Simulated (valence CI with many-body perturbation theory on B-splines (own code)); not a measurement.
# Pb40+: E2, M1 decay

Calculated by valence CI with perturbative core correlation (CI+MBPT): six valence electrons over a frozen Dirac-Fock core [Kr], a basis of 7 s, 7 p, 8 d, 6 f, 4 g, 1 h functions for each j, with the one-electron correlation potential Σ1 (screened to all orders), the two-electron term Σ2, the three-electron term Σ3, Breit, model QED; selected single and double excitations, second order for the rest, scaled by the run's own slope (own B-spline code, finite nucleus).

The last digits are not significant, and no measured levels were compared; by estimate large intervals hold to a few tenths of a per cent, small ones and those within an open d or f shell to about a per cent. Core correlation moves these levels by up to 11000 cm⁻¹, and in measured spectra 5 to 20 % of such shifts remained as error; rates that hang on mixing are uncertain with them. Among the levels kept, up to 720 cm⁻¹ of a level comes from second order outside the variational space, and about a tenth of that is noise between levels of different J, which matters for small intervals. Only levels of the ground parity were solved; by the run's estimate the other parity begins above the list, which can be wrong where configurations are misplaced.

Lines 51 to 100 of 113 in falling wavelength, among levels below 1053900 cm⁻¹, chosen from the decays that carry over 1 % of a level's rate. Wavelengths and rates use the calculated energies. Electric multipoles are in the length gauge with retardation, E1 and E2 with the static RPA response of the core. M1 uses the relativistic operator with retardation. Weak lines are less certain than strong ones. Lines between different terms over intervals too small for the method are left out, as are lines whose strength nearly cancels. The highest levels of a list are the least certain.

Levels are named by their leading jj configuration (3d3/2^4 stands for four electrons in 3d with j = 3/2), which in mixed levels can hold well under half, so a name can repeat and another be missing. Letters in brackets count levels of one name in rising energy.

| λ vac (nm) | Upper | Lower | Type | A (s⁻¹) | Branch % |
| --- | --- | --- | --- | --- | --- |
| 40.09 | (4d3/2^2 4d5/2^4) J=2 [c] | (4d3/2^3 4d5/2^3) J=2 [b] | M1 | 1.52e+05 | 34.8 |
| 40.02 | (4d3/2^3 4d5/2^3) J=2 [a] | (4d3/2^4 4d5/2^2) J=2 | M1 | 1.69e+05 | 99.7 |
| 39.69 | (4d3/2 4d5/2^5) J=4 | (4d3/2^2 4d5/2^4) J=3 [b] | M1 | 1.09e+05 | 15.4 |
| 39.57 | (4d3/2^2 4d5/2^4) J=2 [c] | (4d3/2^3 4d5/2^3) J=1 [b] | M1 | 7.43e+04 | 17.0 |
| 39.36 | (4d3/2^3 4d5/2^3) J=5 | (4d3/2^4 4d5/2^2) J=4 | M1 | 5.61e+04 | 99.4 |
| 39.22 | (4d3/2 4d5/2^5) J=1 | (4d3/2^2 4d5/2^4) J=0 [a] | M1 | 2.04e+05 | 19.7 |
| 39.22 | (4d3/2^2 4d5/2^4) J=4 [b] | (4d3/2^3 4d5/2^3) J=3 [b] | M1 | 4.22e+04 | 17.2 |
| 39.09 | (4d3/2^3 4d5/2^3) J=3 [b] | (4d3/2^4 4d5/2^2) J=2 | M1 | 2.44e+04 | 21.0 |
| 39.01 | (4d3/2^2 4d5/2^4) J=6 | (4d3/2^3 4d5/2^3) J=6 | M1 | 1.19e+05 | 69.7 |
| 38.97 | (4d3/2^3 4d5/2^3) J=6 | (4d3/2^4 4d5/2^2) J=4 | E2 | 1.21e+01 | 99.2 |
| 38.90 | (4d3/2^2 4d5/2^4) J=2 [b] | (4d3/2^3 4d5/2^3) J=3 [b] | M1 | 7.52e+04 | 27.0 |
| 38.73 | (4d3/2^2 4d5/2^4) J=4 [a] | (4d3/2^3 4d5/2^3) J=4 [a] | M1 | 3.93e+05 | 79.9 |
| 38.68 | (4d3/2 4d5/2^5) J=3 | (4d3/2^2 4d5/2^4) J=4 [b] | M1 | 7.52e+04 | 12.0 |
| 38.62 | (4d3/2^2 4d5/2^4) J=6 | (4d3/2^3 4d5/2^3) J=5 | M1 | 5.13e+04 | 30.2 |
| 38.60 | (4d3/2^2 4d5/2^4) J=4 [c] | (4d3/2^3 4d5/2^3) J=3 [c] | M1 | 1.18e+05 | 42.6 |
| 38.02 | (4d3/2^2 4d5/2^4) J=2 [b] | (4d3/2^3 4d5/2^3) J=2 [a] | M1 | 1.35e+05 | 48.5 |
| 37.96 | (4d3/2 4d5/2^5) J=2 | (4d3/2^2 4d5/2^4) J=1 | M1 | 1.84e+05 | 27.4 |
| 37.78 | (4d3/2^2 4d5/2^4) J=4 [a] | (4d3/2^3 4d5/2^3) J=3 [a] | M1 | 5.04e+03 | 1.0 |
| 37.75 | (4d3/2^2 4d5/2^4) J=4 [c] | (4d3/2^3 4d5/2^3) J=4 [b] | M1 | 8.87e+04 | 31.9 |
| 37.61 | (4d3/2 4d5/2^5) J=1 | (4d3/2^2 4d5/2^4) J=2 [a] | M1 | 8.14e+05 | 78.8 |
| 37.47 | (4d3/2^2 4d5/2^4) J=3 [a] | (4d3/2^3 4d5/2^3) J=4 [a] | M1 | 1.61e+05 | 35.5 |
| 36.73 | (4d3/2 4d5/2^5) J=4 | (4d3/2^2 4d5/2^4) J=5 | M1 | 2.19e+05 | 31.0 |
| 36.58 | (4d3/2^2 4d5/2^4) J=3 [a] | (4d3/2^3 4d5/2^3) J=3 [a] | M1 | 1.92e+05 | 42.3 |
| 36.46 | (4d3/2^2 4d5/2^4) J=5 | (4d3/2^3 4d5/2^3) J=4 [a] | M1 | 1.54e+04 | 5.6 |
| 36.20 | (4d3/2 4d5/2^5) J=3 | (4d3/2^2 4d5/2^4) J=3 [b] | M1 | 7.29e+04 | 11.7 |
| 35.75 | (4d3/2 4d5/2^5) J=4 | (4d3/2^2 4d5/2^4) J=3 [a] | M1 | 7.13e+03 | 1.0 |
| 35.52 | (4d3/2^3 4d5/2^3) J=3 [b] | (4d3/2^4 4d5/2^2) J=4 | M1 | 8.94e+04 | 77.2 |
| 35.40 | (4d3/2^2 4d5/2^4) J=4 [b] | (4d3/2^3 4d5/2^3) J=5 | M1 | 1.67e+05 | 68.1 |
| 35.18 | (4d3/2^3 4d5/2^3) J=0 | (4d3/2^4 4d5/2^2) J=2 | E2 | 1.04e+03 | 16.9 |
| 34.68 | (4d3/2 4d5/2^5) J=4 | (4d3/2^2 4d5/2^4) J=4 [a] | M1 | 3.69e+05 | 52.2 |
| 34.50 | (4d3/2^2 4d5/2^4) J=1 | (4d3/2^3 4d5/2^3) J=1 [a] | M1 | 1.44e+05 | 37.9 |
| 34.46 | (4d5/2^6) J=0 | (4d3/2 4d5/2^5) J=1 | M1 | 1.31e+06 | 99.5 |
| 33.94 | (4d3/2^2 4d5/2^4) J=3 [b] | (4d3/2^3 4d5/2^3) J=4 [a] | M1 | 3.08e+04 | 9.9 |
| 33.68 | (4d3/2 4d5/2^5) J=2 | (4d3/2^2 4d5/2^4) J=3 [a] | M1 | 2.49e+05 | 37.1 |
| 33.59 | (4d3/2^2 4d5/2^4) J=2 [c] | (4d3/2^3 4d5/2^3) J=3 [b] | M1 | 1.76e+04 | 4.0 |
| 33.24 | (4d3/2^3 4d5/2^3) J=1 [b] | (4d3/2^4 4d5/2^2) J=2 | M1 | 1.24e+04 | 10.0 |
| 32.93 | (4d3/2^2 4d5/2^4) J=2 [c] | (4d3/2^3 4d5/2^3) J=2 [a] | M1 | 1.99e+04 | 4.5 |
| 32.90 | (4d3/2^2 4d5/2^4) J=2 [b] | (4d3/2^3 4d5/2^3) J=1 [a] | M1 | 3.84e+03 | 1.4 |
| 32.89 | (4d3/2 4d5/2^5) J=3 | (4d3/2^2 4d5/2^4) J=3 [a] | M1 | 2.39e+05 | 38.1 |
| 32.88 | (4d3/2^3 4d5/2^3) J=2 [b] | (4d3/2^4 4d5/2^2) J=2 | M1 | 2.75e+04 | 82.0 |
| 32.23 | (4d3/2^3 4d5/2^3) J=3 [c] | (4d3/2^4 4d5/2^2) J=2 | M1 | 3.93e+04 | 50.8 |
| 31.98 | (4d3/2 4d5/2^5) J=3 | (4d3/2^2 4d5/2^4) J=4 [a] | M1 | 5.18e+04 | 8.3 |
| 31.90 | (4d3/2^2 4d5/2^4) J=4 [c] | (4d3/2^3 4d5/2^3) J=3 [b] | M1 | 3.40e+03 | 1.2 |
| 31.47 | (4d3/2^2 4d5/2^4) J=2 [d] | (4d3/2^3 4d5/2^3) J=3 [c] | M1 | 6.93e+04 | 26.7 |
| 31.37 | (4d3/2^2 4d5/2^4) J=4 [b] | (4d3/2^3 4d5/2^3) J=3 [a] | M1 | 2.01e+04 | 8.2 |
| 31.16 | (4d3/2^2 4d5/2^4) J=2 [b] | (4d3/2^3 4d5/2^3) J=3 [a] | M1 | 4.53e+04 | 16.3 |
| 30.88 | (4d3/2^2 4d5/2^4) J=2 [d] | (4d3/2^3 4d5/2^3) J=2 [b] | M1 | 1.34e+04 | 5.1 |
| 30.56 | (4d3/2^2 4d5/2^4) J=2 [d] | (4d3/2^3 4d5/2^3) J=1 [b] | M1 | 7.95e+04 | 30.6 |
| 30.32 | (4d3/2 4d5/2^5) J=2 | (4d3/2^2 4d5/2^4) J=2 [a] | M1 | 8.54e+04 | 12.7 |
| 30.31 | (4d3/2^3 4d5/2^3) J=2 [b] | (4d3/2^4 4d5/2^2) J=4 | E2 | 4.45e+02 | 1.3 |
